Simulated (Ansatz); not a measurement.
`C#C[SiH2][AlH][SiH3]` + H₂ → `C#C[SiH2][AlH2]` + SiH₄ at 500 K and 1 bar (hydrogenolysis of the Al–Si bond).

Isolated molecules relaxed with PBE0-D4/def2-TZVP in Ansatz; ΔE leaves out vibrations. CCSD(T)/CBS is the MP2 limit (def2-TZVPP, def2-QZVPP) plus CCSD(T) − MP2 in def2-TZVPP, frozen cores. This one scheme is used for every species. One conformer a species, not always the lowest.

```json
{"species": "`C#C[SiH2][AlH][SiH3]`", "CCSD(T)/CBS energy (Eh)": "-900.40976", "H − E (kJ/mol)": "238.0", "S (J/(mol·K))": "474.5"}
{"species": "H₂", "CCSD(T)/CBS energy (Eh)": "-1.17544", "H − E (kJ/mol)": "41.0", "S (J/(mol·K))": "145.5"}
{"species": "`C#C[SiH2][AlH2]`", "CCSD(T)/CBS energy (Eh)": "-610.12048", "H − E (kJ/mol)": "175.5", "S (J/(mol·K))": "413.6"}
{"species": "SiH₄", "CCSD(T)/CBS energy (Eh)": "-291.46306", "H − E (kJ/mol)": "102.4", "S (J/(mol·K))": "230.9"}
```

H − E and S are ideal-gas, rigid-rotor, harmonic terms from PBE0-D4/def2-TZVP, for one conformer and one mirror image of each species. The MP2-based limit puts H₂ 0.8 mEh under its directly extrapolated value; such offsets cancel only in part. 1 Eh = 2625.50 kJ/mol, R = 8.31446 J/(mol·K).

Task: By hand: ΔE, ΔH, ΔS and ΔG.

Result: ΔE = (-610.12048) + (-291.46306) − (-900.40976) − (-1.17544) = 0.00166 Eh = 4.4 kJ/mol. Δ(H − E) = 175.5 + 102.4 − 238.0 − 41.0 = -1.1, so ΔH = 3.3 kJ/mol. ΔS = 413.6 + 230.9 − 474.5 − 145.5 = 24.5 J/(mol·K). ΔG = 3.3 − 500 × (24.5)/1000 = -8.9 kJ/mol.

Task: By hand: the equilibrium constant, and the temperature at which ΔG would vanish if ΔH and ΔS stayed fixed.

Result: log₁₀ K = −ΔG/(RT ln 10) = 0.9. ΔG = 0 at ΔH/ΔS = 135 K, though so small a ΔH makes that figure unsure.

TΔS isn't small against ΔH here. A doubt of 5 kJ/mol in ΔE shifts log₁₀ K by 0.5 here. Other conformers and mirror images would add mixing entropy, several J/(mol·K) or more a flexible species. Modes under 60 cm⁻¹, often nearly free rotors, make the harmonic entropy too high. These are equilibria of isolated gas molecules and say nothing of rates. Largest T1 diagnostic: 0.015 (customary marks: 0.02 for closed shells, 0.045 for open ones).
